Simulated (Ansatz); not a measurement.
`[F][GeH2][C]1=CC1`, charge 0, multiplicity 1.

Give a relaxed structure at PBE0-D4/def2-TZVP (Ansatz 0.2.0). (Estimate.)

Computed: 
Z-matrix (Å, degrees):
```
Ge
C 1 1.901
F 1 1.742 2 107.2
H 1 1.534 2 111.7 3 116.3
H 1 1.534 2 111.7 3 -116.2
C 2 1.520 1 146.1 3 180.0
C 2 1.294 1 150.9 3 -0.0
H 6 1.090 2 119.1 1 73.7
H 6 1.090 2 119.1 1 -73.7
H 7 1.077 2 147.9 1 -0.0
```
Point group Cs.
This is one stationary point; other conformers may exist.
